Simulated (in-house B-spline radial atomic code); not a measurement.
**Ionising Pm II (Pm+) with different functionals**

Computed with an all-electron radial atomic-structure program (B-spline basis): scalar-relativistic (spin-free X2C) Hamiltonian, Fermi nucleus of rms radius 4.962 fm, spin-polarised at highest spin, spherical fractional occupations for the functionals, and exact exchange of hybrids averaged over the configuration. The ionisation energy is the difference of two self-consistent energies, [Xe] 4f5 6s1 → [Xe] 4f5, without Breit or QED terms; ε is the level of the shell that loses the electron (its least bound occupied spin orbital). There is no spin-orbit coupling in this Hamiltonian.

| method | rung | ΔSCF (eV) | -ε(6s) (eV) |
| --- | --- | --- | --- |
| PBE0 | global hybrid | 10.99 | 9.15 |
| B3LYP | global hybrid | 11.20 | 9.13 |
| TPSSh | global hybrid | 10.83 | 8.72 |
| BHandHLYP | global hybrid | 10.87 | 9.57 |
| r2SCAN0 | global hybrid | 10.88 | 9.26 |
| B97-1 | global hybrid | 10.74 | 8.80 |
| HSE06 | range-separated hybrid | 11.02 | 8.86 |
| wB97X | range-separated hybrid | 10.53 | 10.52 |
| CAM-B3LYP | range-separated hybrid | 11.09 | 10.09 |
| LC-wPBE | range-separated hybrid | 10.73 | 10.82 |

Among the functionals, which spreads more, the ΔSCF values or the orbital energies?

The orbital energies: ΔSCF values span about 0.67 eV and the orbital energies 2.11 eV.

How do they compare with the NIST value?

NIST lists 10.94 eV ± 0.02 (semi-empirical, ground level to ground level). Errors run from -0.41 to +0.26 eV; PBE0 is closest (+0.05 eV), though others lie within the uncertainty of it, and part of that can be cancellation, since the calculations leave out spin-orbit coupling, Breit-QED terms, multiplet and fine-structure energies.
